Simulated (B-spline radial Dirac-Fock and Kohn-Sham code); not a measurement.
Z = 61 (promethium), transition energy 24.1 keV. The computed values come from a radial finite-basis atomic code: a Dirac-Hartree-Slater potential of the neutral atom with a Latter tail (no hole, which puts coefficients of high multipoles low close above an edge), finite nucleus with surface currents. The K shell is not open to conversion at this energy. Subshells that would emit electrons below 1 keV are left out.

Question: A pure transition shows α(L) = 1430, L1/L2 = 13.7 and L1/L3 = 2.00. What is its multipolarity?
A. E2
B. M3
C. M4
D. E1
E. M1
F. E4
G. E3
H. M2

Answer: H. For comparison, α(L), L1/L2, L1/L3 are E1 1.84, 1.59, 1.05; E2 809, 0.00472, 0.00341; E3 96100, 0.0135, 0.0100; E4 5.02e+06, 0.0144, 0.0107; M1 12.2, 11.0, 55.6; M3 175000, 12.0, 0.220; M4 1.21e+07, 9.86, 0.0743.
